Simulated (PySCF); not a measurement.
Method: PySCF with B3LYP-D3(BJ)/def2-TZVP. Isolated molecules, 0 K electronic values unless said otherwise. One relaxed conformer stands for a flexible species; it need not be the lowest. B3LYP has the VWN-RPA correlation part, as in Gaussian. Delta-SCF ions had no search for a lower state. 

Reference species (SMILES): `C=[SiH]CC=C` (C–C–C–Si torsion -104°, C–C–Si–C torsion -114°) (neutral, multiplicity 1).

| Property | Value |
|---|---|
| HOMO | -6.10 eV |
| vertical ionisation energy (Delta-SCF) | 8.22 eV |

Changed species: `CCC=C=[SiH2]`.

Task: What does the change do to the HOMO and vertical ionisation energy (Delta-SCF)?

Result: the HOMO rises by 0.19 eV, to -5.91 eV; the vertical ionisation energy (Delta-SCF) decreases by 0.23 eV, to 7.99 eV.
